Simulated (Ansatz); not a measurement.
Reaction (hydrogenolysis of a C–C bond): `FC(F)(Cl)C(F)(Cl)Cl` + H₂ → `FC(Cl)Cl` + `FC(F)Cl`

Computed with Ansatz on PBE0-D4/def2-TZVP structures; ΔE is electronic, products minus reactants. CCSD(T)/CBS adds triple-zeta CCSD(T) − MP2 to the extrapolated MP2 energy (def2 sets, frozen cores). This one scheme is used for every species. Functionals use def2-TZVPP. B3LYP here is the variant with VWN-RPA as its local correlation; programs differ in this. Each species was taken in one conformer, which may not be the lowest.

```csv
level,ΔE (eV)
r2SCAN-D4,-0.66
PBE-QIDH,-0.78
B3LYP,-0.99
HF/def2-SVP,-1.10
CCSD/def2-TZVPP,-0.82
HF/def2-QZVPP,-1.18
SCS-MP2/def2-QZVPP,-0.75
MP2/CBS(def2),-0.63
```

Question: What does CCSD(T)/CBS give? (An estimate is asked.)

Answer: The calculation gave: -0.71 eV. The listed levels differ from it by 0.05, -0.07, -0.28, -0.39, -0.11, -0.47, -0.04, 0.08 eV.

Largest T1 diagnostic among the species: 0.011.

At CCSD(T), def2-SVP lies +0.16 eV from the extrapolated value and def2-TZVPP −0.02 eV. Leaving LDA and LC-ωPBE aside and taking each functional with its dispersion term where it has one, the values, not all of them listed here, spread over 0.21 eV, from B2PLYP to revPBE-D4. LDA lies +0.29 eV from PBE without D4.
